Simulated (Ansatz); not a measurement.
Ideal-gas functions of `[CH3][Sn]([OH])([F])[Cl]` at 500 K and 1 bar, from an Ansatz frequency run at PBE0-D4/def2-TZVP.

Molar mass 205.2 g/mol, point group C1 (symmetry number 1), electronic degeneracy 1, moments of inertia 185.475, 289.538, 301.251 u Å². Harmonic wavenumbers (cm⁻¹, unscaled): 30, 101, 122, 138, 162, 173, 215, 378, 555, 624, 652, 786, 795, 862, 1231, 1447, 1448, 3082, 3189, 3191, 3885.

Use S(trans) = R[1.5 ln M + 2.5 ln T − 1.1517]; rotational temperatures θ = 24.2544 K / I; S(rot) = R[ln(√π/σ · √(T³/θAθBθC)) + 1.5]; for each mode x = 1.438777 ν̃/T, S = R[x/(eˣ − 1) − ln(1 − e⁻ˣ)] and H = RT x/(eˣ − 1); 1 cm⁻¹ = 0.0119627 kJ/mol; R = 8.31446 J/(mol·K).

By hand: the entropy, in J/(mol·K).

Translation 186.0. Rotation: θ = 0.1308, 0.0838, 0.0805 K, giving 124.0. Vibration, mode by mode: 28.68, 18.62, 17.06, 16.05, 14.74, 14.20, 12.44, 8.01, 5.25, 4.48, 4.20, 3.10, 3.04, 2.61, 1.12, 0.68, 0.68, 0.01, 0.01, 0.01, 0.00, in all 155.0. Electronic 0.0. Sum 465.0 J/(mol·K).

By hand: H − E and G − E in kJ/mol, counted from the electronic energy.

Zero-point energy ½ × 23066 × 0.0119627 = 138.0; thermal vibration 34.9; translation, rotation and pV give 4 RT = 16.6. H − E = 189.5 kJ/mol, and G − E = 189.5 − 500 × 465.0/1000 = -43.0 kJ/mol.

Vibration gives 33 % of the entropy, 80.4 J/(mol·K) of it from the modes under 150 cm⁻¹: soft modes count most, and the harmonic formula is weakest for them. The sum counts one conformer and one mirror image; others add a mixing term.
